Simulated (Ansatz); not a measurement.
Compare A (`[SiH3]B1OCO1`) with its isomer B (`O=C[SiH2]BO`).

Calculated with Ansatz (gas phase, PBE0-D4/def2-TZVP geometries, no zero-point term in ΔE). CCSD(T)/CBS is the MP2 limit (def2-TZVPP, def2-QZVPP) plus CCSD(T) − MP2 in def2-TZVPP, frozen cores. DFT in def2-TZVPP. B3LYP here is the variant with VWN-RPA as its local correlation; programs differ in this. Each species was taken in one conformer, which may not be the lowest.

A:

```xyz
10

Si    0.0194   -1.5789    1.1014
B     0.0113    0.0800   -0.0432
O    -0.6674    1.2821    0.0941
C    -0.0172    1.6192   -1.1263
O     0.6648    0.3742   -1.2310
H    -1.0423   -2.5120    0.6355
H     1.3322   -2.2694    1.0038
H    -0.2465   -1.2302    2.5217
H     0.6702    2.4606   -1.0119
H    -0.7246    1.7746   -1.9441
```

B:

```xyz
10

O    -1.0842    1.5388   -0.6238
C     0.1267    1.4430   -0.6463
Si    0.9946   -0.1534    0.0147
B    -0.5288   -1.3617    0.6318
O    -1.7835   -0.9102    0.4989
H     0.7085    2.2988   -1.0563
H     1.9377    0.2927    1.0801
H     1.8203   -0.6782   -1.1107
H    -0.3724   -2.4524    1.1064
H    -1.8187   -0.0173    0.1052
```

Question: Which is lower in electronic energy at CCSD(T)/CBS, and by how much? (An estimate is asked.)

Answer: Computed: A, by 76.6 kJ/mol.

Question: Give E(B) − E(A) in kJ/mol with PBE0-D4, ωB97M-V, HF/def2-TZVPP, B3LYP, CCSD(T)/def2-TZVPP, MP2/def2-TZVPP, PBE-D4. (Estimate.)

Answer: Ansatz gave: PBE0-D4 85.2, ωB97M-V 79.0, HF/def2-TZVPP 83.6, B3LYP 68.0, CCSD(T)/def2-TZVPP 79.1, MP2/def2-TZVPP 83.8, PBE-D4 71.9. None reverses the order clearly.

Largest T1 diagnostic: 0.017.

From PBE to PBE0 (25 % exact exchange), in def2-TZVPP and without D4, E(B) − E(A) moves by +13.0 kJ/mol.
